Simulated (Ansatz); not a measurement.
Reaction (atomization): `C#[C][GeH2][CH3]` → 3 C• + Ge• + 6 H•

Gas-phase electronic energies from Ansatz, PBE0-D4/def2-TZVP geometries. CCSD(T)/CBS is the MP2 limit (def2-TZVPP, def2-QZVPP) plus CCSD(T) − MP2 in def2-TZVPP, frozen cores. This one scheme is used for every species, atoms too. Functionals use def2-TZVPP. No spin–orbit coupling; open shells (•) take unrestricted orbitals. Spin–orbit coupling would lower the free atoms: a little for C; clearly for Ge. Bonds to Ge are less sure, by a few kJ/mol each and by 10 to 20 or more in all where they break to atoms, as the def2 sets lack core-valence functions. Scalar relativity is left out up to krypton.

```json
{"species": "`C#[C][GeH2][CH3]`", "LC-ωPBE energy (Eh)": "-2194.55156"}
{"species": "C•", "LC-ωPBE energy (Eh)": "-37.82224"}
{"species": "Ge•", "LC-ωPBE energy (Eh)": "-2076.63402"}
{"species": "H•", "LC-ωPBE energy (Eh)": "-0.50601"}
```

Task: Work out ΔE.

Result: ΔE = 6 × (-0.50601) + 3 × (-37.82224) + (-2076.63402) − (-2194.55156) = 1.41476 Eh = +38.50 eV. CCSD(T)/CBS gives +38.81 eV.

Largest T1 diagnostic among the species: 0.012.

From PBE to PBE0 (25 % exact exchange), in def2-TZVPP and without D4, ΔE moves by −0.52 eV: exact exchange takes away binding that semilocal exchange gives to molecules. The D4 term adds +0.29 eV with B3LYP and +0.15 eV with PBE0; it sums over pairs of atoms, weighted by their polarisabilities, and B3LYP, whose exchange is more repulsive, gets the larger term.

B3LYP here is the variant with VWN-RPA as its local correlation; programs differ in this.

For atomizations the MP2-based limit and the directly extrapolated one differ by several kJ/mol either way, and by 10 to 25 for some Ge, Se and Sn compounds, so smaller differences from it don't rank the levels.
